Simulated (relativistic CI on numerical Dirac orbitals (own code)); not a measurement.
**Hyperfine structure of Ta⁶³⁺, mass number 181**

Calculated at this level of theory: Dirac-Coulomb-Breit CI, orbitals from a KLI potential per configuration, model QED, unscaled Slater integrals (own radial code, finite nucleus).

Configurations in the expansion (outside the closed core 1s2): 2s²2p⁶, 2s²2p⁵3s, 2s²2p⁵3p, 2s²2p⁵3d, 2s2p⁶3s, 2s2p⁶3p, 2s2p⁶3d, 2s²2p⁵4s, 2s²2p⁵4p, 2s²2p⁵4d, 2s²2p⁵4f, 2s²2p⁴3s², 2s2p⁶4s, 2s²2p⁴3s3p, 2s2p⁶4p, 2s²2p⁴3s3d. Levels of other configurations are missing.

Nuclear spin I = 7/2, μ = 2.365 μN, Q = 3.17 b (tables of Stone and Pyykkö). The electronic factors are computed for point nuclear moments, without core polarisation or the Bohr-Weisskopf and QED corrections.

| Level | E (eV) | A (GHz) | B (GHz) |
| --- | --- | --- | --- |
| 2s²2p⁵3s ³P°2 | 8063.40 | 1392 | -4860 |
| 2s²2p⁵3s ¹P°1 | 8071.80 | -343.6 | -2390 |
| 2s²2p⁵3p ³D2 | 8211.04 | 719.5 | -4870 |
| 2s²2p⁵3p ³D3 | 8564.79 | 336.5 | -3460 |
| 2s²2p⁵3p ¹P1 | 8565.21 | 340.2 | 1340 |
| 2s²2p⁵3p ³P2 | 8577.61 | 336.1 | -8.22 |
| 2s²2p⁵3d ³P°1 | 8730.90 | 283 | 1750 |
| 2s²2p⁵3d ³F°3 | 8732.05 | 302.7 | -4620 |

Levels with J = 0, under 50 % of one LS term, or S terms without an open s electron are left out. Small factors come from cancelling terms and can be off by tens of per cent or more.

At this charge energies of transitions that change n are usually good to better than 1 %, and those within a shell (Δn = 0) to a few per cent.

(1) Give the hyperfine levels of 2s²2p⁵3s ³P°2 relative to its centre of gravity.

## Answers

(1) With K = F(F + 1) − I(I + 1) − J(J + 1), E = AK/2 + B[¾K(K + 1) − I(I + 1)J(J + 1)]/[2I(2I − 1)J(2J − 1)]: F = 3/2: -15130, F = 5/2: -9483, F = 7/2: -2788, F = 9/2: 3737, F = 11/2: 8530 GHz.

LS names give the leading component of a level, which can be under half, so a name can repeat, a term be missing and a line seem to break the LS rules.
